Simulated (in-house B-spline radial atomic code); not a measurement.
Configurations of the arsenic ion As⁴⁺, with energies counted from [Ar] 3d10 4s1. Computed with a B-spline radial code for spherical atoms: scalar-relativistic (X2C) PBE0, spin-polarised, spherical fractional occupations, exact exchange averaged over the configuration, Fermi nucleus of rms radius 4.0968 fm. Shells without spins written out take the highest spin.

Occupations are held fixed; configurations that lie above the ionisation limit could autoionise.

```csv
configuration,E - E(ref) (eV),highest orbital,its <r> (bohr)
[Ar] 3d10 4p1,12.429,4p up,1.898
[Ar] 3d9 4s1 4d1,67.666,4d up,2.336
[Ar] 3d9 4s1 4f1,81.152,4f up,3.287
[Ne] 3s2 3p5 3d10 4s2,134.2,4s down,1.633
[Ne] 3s2 3p5 3d10 4s1 5s1,168.4,5s up,3.297
[Ne] 3s2 3p5 3d10 4s1 5d1,179.79,5d up,4.53
```

Question: Order these further configurations by energy, lowest first.
A. [Ar] 3d9 4s2
B. [Ne] 3s2 3p5 3d10 4s1 5f1
C. [Ne] 3s2 3p5 3d10 4s1 4d1
D. [Ar] 3d10 5f1
E. [Ar] 3d9 4s1 5s1

Answer: A (37.737 eV), D (49.135 eV), E (71.809 eV), C (164.26 eV), B (185.56 eV).

Question: How far above the reference does [Ar] 3d10 5s1 lie?

Answer: 32.553 eV; its least bound orbital is 5s up with <r> = 3.387 bohr.
